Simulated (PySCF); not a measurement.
Species: `CCC[P@@](C)(=O)C(C)C`. The columns A, B, C and D hold Mulliken, IAO, Hirshfeld and ESP-fitted charges (e) of one PBE0/pcSseg-1 density (PySCF), in a shuffled order. Coordinates in Å (GFN2-xTB); the density's dipole moment is (-0.51, 3.78, 0.22) D.

```
atom       x       y       z       A       B       C       D
  C1   3.711   0.302   0.388  -0.116  -0.455  -0.415  -0.242
  C2   2.455  -0.292  -0.237  -0.065  +0.302  -0.246  -0.286
  C3   1.189   0.226   0.435  -0.114  -0.333  -0.509  -0.468
  P4  -0.269  -0.682  -0.240  +0.438  +0.779  +1.509  +0.862
  C5  -0.584   0.050  -1.895  -0.163  -0.634  -0.691  -0.484
  O6  -0.062  -2.135  -0.293  -0.404  -0.665  -0.942  -0.617
  C7  -1.697  -0.210   0.849  -0.061  +0.270  -0.335  -0.568
  C8  -2.912  -1.015   0.406  -0.119  -0.518  -0.421  -0.219
  C9  -1.986   1.282   0.894  -0.119  -0.458  -0.418  -0.220
 H10   3.767   0.051   1.445  +0.040  +0.116  +0.137  +0.110
 H11   3.711   1.386   0.292  +0.036  +0.100  +0.133  +0.103
 H12   4.600  -0.085  -0.104  +0.043  +0.104  +0.143  +0.119
 H13   2.471  -1.381  -0.148  +0.039  -0.004  +0.154  +0.151
 H14   2.428  -0.049  -1.302  +0.036  -0.025  +0.127  +0.122
 H15   1.085   1.301   0.293  +0.040  +0.096  +0.139  +0.142
 H16   1.226   0.016   1.508  +0.046  +0.076  +0.147  +0.151
 H17   0.242  -0.242  -2.540  +0.054  +0.181  +0.169  +0.161
 H18  -0.670   1.131  -1.866  +0.046  +0.152  +0.154  +0.140
 H19  -1.496  -0.391  -2.293  +0.053  +0.187  +0.166  +0.157
 H20  -1.394  -0.556   1.846  +0.045  +0.002  +0.145  +0.155
 H21  -3.714  -0.939   1.138  +0.043  +0.135  +0.141  +0.120
 H22  -3.286  -0.652  -0.550  +0.037  +0.127  +0.131  +0.106
 H23  -2.637  -2.062   0.294  +0.042  +0.140  +0.162  +0.146
 H24  -2.294   1.643  -0.085  +0.038  +0.114  +0.135  +0.113
 H25  -2.794   1.481   1.596  +0.045  +0.130  +0.146  +0.124
 H26  -1.111   1.844   1.213  +0.039  +0.081  +0.138  +0.123
```

**Question.** Which column most likely holds the ESP-fitted charges?

**Answer.** B. Σ q r misses the density's dipole by 0.04 D (B), 0.91 D (D), 0.99 D (A), 1.12 D (C). Charges fitted to the outside potential are the only set here that is tied to the molecule's multipoles.

**Question.** And the Hirshfeld charges?

**Answer.** A. The mean sizes are 0.089 e (A), 0.238 e (B), 0.239 e (D), 0.306 e (C), and Hirshfeld charges are commonly the smallest of these schemes.

As computed, A = Hirshfeld, B = ESP-fitted, C = IAO, D = Mulliken. Hydrogens on carbon: Hirshfeld +0.04 to +0.05, ESP-fitted -0.03 to +0.19, IAO +0.13 to +0.17, Mulliken +0.10 to +0.16 e.

The Hirshfeld scheme divides the density at each point in proportion to the densities of the neutral, spherically averaged free atoms. The ESP scheme fits charges at the nuclei, held to the total charge, to the electrostatic potential on points at 1.4 to 2.0 times the van der Waals radii.

Geometry: GFN2-xTB, one conformer, isolated molecule.

These values come from a run that also computed NMR shieldings. The run took 78 s on Arm Neoverse V1, one thread, no GPU (shared host), and the process peaked at 1.2 GiB of memory.

Shape of the structure used: `[CH3:1][CH2:2][CH2:3][P@@:4]([CH3:5])(=[O:6])[CH:7]([CH3:8])[CH3:9]`: C1–C2–C3–P4 -173°, C2–C3–P4–C5 -77°, C3–P4–C7–C8 -176°.
